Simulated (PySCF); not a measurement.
**Radial density of Cu⁺ (copper, charge +1)**

MN15, [Ar] 3d10, closed-shell 1S. Calculation: PySCF 2.14, in 6-31G* (5s4p2d1f, 34 functions); the non-relativistic Hamiltonian (point nucleus).

```tsv
r (bohr)	4πr²ρ (e/bohr)
0.000972	0.1830
0.00163	0.5056
0.00275	1.350
0.00462	3.408
0.00778	8.056
0.0131	16.75
0.0220	28.52
0.0370	34.99
0.0623	29.66
0.105	30.80
0.176	39.74
0.296	21.99
0.498	21.03
0.838	17.83
1.41	4.566
2.37	0.3970
3.99	0.0002959
6.71	0.0001052
```
